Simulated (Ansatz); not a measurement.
Born–Oppenheimer molecular dynamics of CH$_{3}$BOS (7 atoms, charge 0, multiplicity 1). It starts at the highest image of a converged band. Of that band: Neighbouring images differ by up to 1.3 eV, so the band resolves the path poorly. A vibrational analysis at the climbing image gives one clearly imaginary mode, 645i cm⁻¹: a first-order saddle point.

Method: RKS BLYP/def2-SVP in Ansatz 0.2.0.

| Item | Value |
| --- | --- |
| ensemble | NVE (velocity Verlet) |
| time step | 0.5 fs |
| steps asked | 200 |
| starting velocities drawn for | 100 K |
| seed | 8986 |

First frame:

```xyz
7
Properties=species:S:1:pos:R:3
B -1.279 0.892 0.144
O -0.260 0.625 0.937
C 0.651 -0.285 0.272
S -0.031 -0.698 -1.440
H -1.392 0.377 -1.058
H 1.636 0.215 0.202
H 0.738 -1.194 0.898
```

(1) What does the run give?

(2) What happens to the structure?

(3) How do temperature and energy run in time?

Results:

(1) The run went to its last step.

| Item | Value |
| --- | --- |
| steps done | 200 |
| time covered | 100 fs |
| mean temperature over the second half | 948 K |
| spread of the potential energy over the second half | 11.8 meV per atom |
| mean potential energy of the second half above the start | -78.3 meV per atom |

The conserved energy stayed within 0.063 meV per atom of its start (net change -0.057 meV per atom), so the integration is sound. The system heated up, since it started high on the potential surface and ran downhill. A run of 0.1 ps of so small a system gives no equilibrium averages. The orbitals stay closed-shell, which can raise the energy where a bond breaks towards radicals; this wasn't checked here.

(2) The step under study would form S4–H5 and break B1–H5. These pairs go: S4–H5 1.78 → 1.35 Å, B1–H5 1.31 → 4.87 Å. In the last frame they stand as after the step (other bonds may differ from the relaxed reactants and products). It ends as one piece, CH3BOS. Pairs count as bonded within 1.25 times the sum of covalent radii (0.12 Å more for H–H). The details hang on the random start.

(3) 
```tsv
time (fs)	T (K)	potential energy less start (eV)	conserved less start (meV/atom)
0.0	100	0.000	0.00
8.0	58	0.027	0.02
16.0	170	-0.045	0.01
24.0	280	-0.116	-0.01
32.0	418	-0.206	-0.01
40.0	662	-0.364	-0.05
48.0	774	-0.436	-0.02
56.0	929	-0.536	0.02
64.0	1069	-0.626	0.02
72.0	1109	-0.652	-0.03
80.0	1006	-0.586	-0.03
88.0	885	-0.508	-0.01
96.0	693	-0.383	0.04
```

Run time: 4.2 min on 1 thread of Intel(R) Xeon(R) Platinum 8488C (Sapphire Rapids), on a shared host, peak memory 0.15 GiB.
